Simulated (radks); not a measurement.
The numbers below are computed, except where a source is named.
Q: Species: the thulium ion Tm21+. Configuration: [Kr] 4d10 4f2 (the NIST ground configuration). Level of theory: non-relativistic Kohn-Sham, LB94 model potential, spin-polarised, spherical densities, point nucleus; open shells are filled with parallel spins first (spin-orbit coupling, left out, can overturn this in heavy ions); relativity is left out, which matters for an element this heavy (a radial shooting solver on a logarithmic mesh with Libxc functionals). Some entries of the table are withheld. Estimate them.

| orbital | occ. | eigenvalue (eV) | <1/r> (bohr^-1) | <r^2> (bohr^2) |
|---|---|---|---|---|
| 1s down | 1 | -55863.00 | 68.49 | 0.0006437 |
| 1s up | 1 | -55863.00 | 68.49 | 0.0006437 |
| 2s down | 1 | -9563.172 | 16.00 | 0.01015 |
| 2s up | 1 | -9563.100 | 16.00 | 0.01015 |
| 2p down | 3 | -9167.223 | 16.04 | 0.007519 |
| 2p up | 3 | -9167.173 | 16.04 | 0.007518 |
| 3s up | 1 | -2623.701 | 6.110 | 0.06413 |
| 3s down | 1 | -2623.567 | 6.112 | 0.06408 |
| 3p up | 3 | -2442.604 | 6.060 | 0.05959 |
| 3p down | 3 | -2442.513 | 6.062 | 0.05954 |
| 3d down | 5 | -2103.750 | 5.971 | 0.04685 |
| 3d up | 5 | -2103.742 | 5.969 | 0.04689 |
| 4s up | 1 | -954.4640 | 2.741 | 0.2941 |
| 4s down | 1 | -951.9667 | 2.738 | 0.2946 |
| 4p up | 3 | -879.5641 | 2.671 | 0.3007 |
| 4p down | 3 | -877.0966 | 2.668 | 0.3012 |
| 4d up | 5 | -744.2507 | 2.530 | 0.3099 |
| 4d down | 5 | -741.8470 | 2.527 | 0.3106 |
| 4f up | 2 | -572.8689 | 2.297 | 0.3049 |
| 4f down | 0 | -570.6941 | 2.296 | 0.3056 |
| 5s up | 0 | -487.1098 | (1) | 1.006 |
| 5s down | 0 | -486.3403 | (2) | 1.010 |
| 5p up | 0 | -455.3949 | (3) | 1.063 |
| 5p down | 0 | -454.6954 | (4) | 1.067 |

A: 
(1) 5s up <1/r> (bohr^-1): 1.456
(2) 5s down <1/r> (bohr^-1): 1.453
(3) 5p up <1/r> (bohr^-1): 1.413
(4) 5p down <1/r> (bohr^-1): 1.410
